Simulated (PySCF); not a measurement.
**Question.** Give a PBE0-D3(BJ)/def2-SVP geometry of `CC(C)C1=CC=C(B(F)F)C=C1`.

**Answer.** 
```
atom  x, y, z in Å
C1    -2.7170   -0.3801    0.1823
C2    -1.6702    0.7243    0.3254
C3    -1.6121    1.2629    1.7547
C4    -0.3098    0.2601   -0.1438
C5     0.3264    0.8854   -1.2223
C6     1.5751    0.4579   -1.6603
C7     2.2285   -0.6117   -1.0319
B8     3.6068   -1.0981   -1.5243
F9     4.2225   -0.5242   -2.5447
F10    4.2296   -2.1144   -0.9509
C11    1.5912   -1.2349    0.0530
C12    0.3447   -0.8066    0.4890
H13   -3.7160   -0.0081    0.4578
H14   -2.4882   -1.2348    0.8387
H15   -2.7631   -0.7555   -0.8509
H16   -1.9680    1.5566   -0.3350
H17   -2.5924    1.6591    2.0620
H18   -1.3346    0.4706    2.4680
H19   -0.8707    2.0704    1.8474
H20   -0.1715    1.7195   -1.7246
H21    2.0546    0.9582   -2.5057
H22    2.0853   -2.0696    0.5572
H23   -0.1305   -1.3100    1.3351
```

Any rigid rotation of these coordinates is as good. Atoms count from 1 in this order. B8 (three-coordinate boron) is planar (angles 121.7°, 121.6° and 116.7°, sum 360.0°, 0.00 Å off the plane of its three neighbours). The 9 C–C bonds span 1.388 Å (C11–C12, aromatic) to 1.528 Å (C2–C3, drawn single), a spread of 0.140 Å. The 6-membered ring C4–C5–C6–C7–C11–C12 has internal angles of 118.3° to 120.9° (sum 720°, against 720° for a flat polygon); it is planar, 0.00 Å rms from its mean plane, widest ring torsion 0°. Of the pairs four or more bonds apart, H16···H20 is among the closest relative to their van der Waals radii: 2.28 Å, 95 % of the sum of Bondi's values.

Bonds between heavy atoms (Å): C1–C2 1.528, C2–C3 1.528, C2–C4 1.512, C4–C5 1.400, C5–C6 1.391, C6–C7 1.402, C7–B8 1.542, B8–F9 1.323, B8–F10 1.323, C7–C11 1.404, C11–C12 1.388, C4–C12 1.402.

Computed with PBE0-D3(BJ)/def2-SVP geometry optimisation, gas phase in PySCF.

PBE0-D3(BJ)/def2-SVP frequencies: not computed here. The numbers are those of one conformer (C1–C2–C4–C5 118°).

The run took 5.4 min of wall time on Intel Xeon Platinum 8488C, one thread (shared host), and the process peaked at 1.0 GiB of memory. That covers the optimisation of the geometry.
